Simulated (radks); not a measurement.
Question: Valence configurations of the gold ion Au+ (all share [Xe]). Calculated with a radial shooting solver on a logarithmic mesh with Libxc functionals: scalar-relativistic Kohn-Sham, PBE, spin-polarised, spherical densities, point nucleus; open shells are filled with parallel spins first (spin-orbit coupling, left out, can overturn this in heavy ions). Order these by energy: 4f14 5d9 6p1; 4f13.5 5d10 6s0.5; 4f14 5d9 6s1; 4f13 5d10 6s1; 4f14 5d10; 4f14 5d8 6s2; 4f12 5d10 6s2; 4f14 5d8.5 6s1 6p0.5; 4f12 5d10 6p2; 4f14 5d8 6p2.

Answer: From the lowest, in eV above it: 4f14 5d10 0.000; 4f14 5d9 6s1 2.178; 4f14 5d8 6s2 6.026; 4f14 5d8.5 6s1 6p0.5 7.069; 4f14 5d9 6p1 9.376; 4f14 5d8 6p2 20.407; 4f13.5 5d10 6s0.5 39.762; 4f13 5d10 6s1 82.690; 4f12 5d10 6s2 179.31; 4f12 5d10 6p2 194.58. NIST lists [Xe] 4f14 5d10 as the ground configuration; this level of theory agrees among the configurations tried. The energies are those of spherical high-spin densities, not of single terms.
